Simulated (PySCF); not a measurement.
C3H7, SMILES C([CH2])C, multiplicity 2.

Geometry optimised at B3LYP-D3(BJ)/def2-TZVP. The isomer is the one that the SMILES or the coordinates give; other isomers of the formula were not compared.

Computed with TDA-CAM-B3LYP/def2-SVPD run with PySCF.

Vertical excitations. The molecule is in vacuum.

```
state    energy (eV)  λ (nm)      f                                                                                    main pairs
-------  -----------  ------  -----  --------------------------------------------------------------------------------------------
root 1          5.52     225  0.011                                                          α HOMO→LUMO 78 %, α HOMO→LUMO+1 20 %
root 2          6.32     196  0.004                   α HOMO→LUMO+2 21 %, α HOMO→LUMO+1 9 %, β HOMO→LUMO 39 %, β HOMO−2→LUMO 16 %
root 3          6.37     195  0.009  α HOMO→LUMO+1 32 %, α HOMO→LUMO+2 25 %, α HOMO→LUMO 8 %, β HOMO→LUMO 20 %, β HOMO−2→LUMO 6 %
root 4          6.54     190  0.000                                    β HOMO−1→LUMO 63 %, β HOMO−2→LUMO 19 %, β HOMO−3→LUMO 10 %
root 5          6.73     184  0.002                                       α HOMO→LUMO+2 46 %, α HOMO→LUMO+1 30 %, α HOMO→LUMO 9 %
root 6          7.36     168  0.018                                                                            α HOMO→LUMO+3 84 %
root 7          7.41     167  0.031                                      β HOMO−2→LUMO 47 %, β HOMO→LUMO 29 %, β HOMO−1→LUMO 16 %
root 8          7.72     161  0.011                                                                            α HOMO→LUMO+5 80 %
root 9          7.89     157  0.023                                                                            α HOMO→LUMO+4 71 %
root 10         8.35     148  0.000                                                                            β HOMO−3→LUMO 59 %
```
Unrestricted roots are not spin-pure.
